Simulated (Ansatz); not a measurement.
`O=CC(Cl)O[SiH3]` → 2 C• + Cl• + 5 H• + 2 O• + Si•  (atomization)

Calculated with Ansatz (gas phase, PBE0-D4/def2-TZVP geometries, no zero-point term in ΔE). CCSD(T)/CBS is the MP2 limit (def2-TZVPP, def2-QZVPP) plus CCSD(T) − MP2 in def2-TZVPP, frozen cores. This one scheme is used for every species, atoms too. For atomizations the MP2-based limit and the directly extrapolated one differ by several kJ/mol either way, and by 10 to 25 for some Ge, Se and Sn compounds, so smaller differences from it don't rank the levels. Functionals use def2-TZVPP. B3LYP here is the variant with VWN-RPA as its local correlation; programs differ in this. No spin–orbit coupling; open shells (•) take unrestricted orbitals. Spin–orbit coupling would lower the free atoms: a little for C, Cl, O, Si. Each species was taken in one conformer, which may not be the lowest.

CCSD(T)/CBS gives +4118.3 kJ/mol.

**Question.** Another level gave +4131.0 kJ/mol. Which?
A. B97M-V/def2-TZVPP
B. PBE-QIDH/def2-TZVPP
C. B3LYP-D4/def2-TZVPP
D. r2SCAN-D4/def2-TZVPP

**Answer.** D. r2SCAN-D4 4131.0, B3LYP-D4 4103.1, PBE-QIDH 4077.1, B97M-V 4122.3 kJ/mol.

Largest T1 diagnostic among the species: 0.013.

From BLYP to BHLYP (50 % exact exchange), in def2-TZVPP and without D4, ΔE moves by −150.3 kJ/mol: exact exchange takes away binding that semilocal exchange gives to molecules. The D4 term adds +42.1 kJ/mol with B3LYP and +22.2 kJ/mol with PBE0; it sums over pairs of atoms, weighted by their polarisabilities, and B3LYP, whose exchange is more repulsive, gets the larger term. At CCSD(T), def2-SVP lies −249.7 kJ/mol from the extrapolated value and def2-TZVPP −120.3 kJ/mol: correlation converges slowly with the basis, and small sets miss more of it in the bonded molecule than in its fragments.
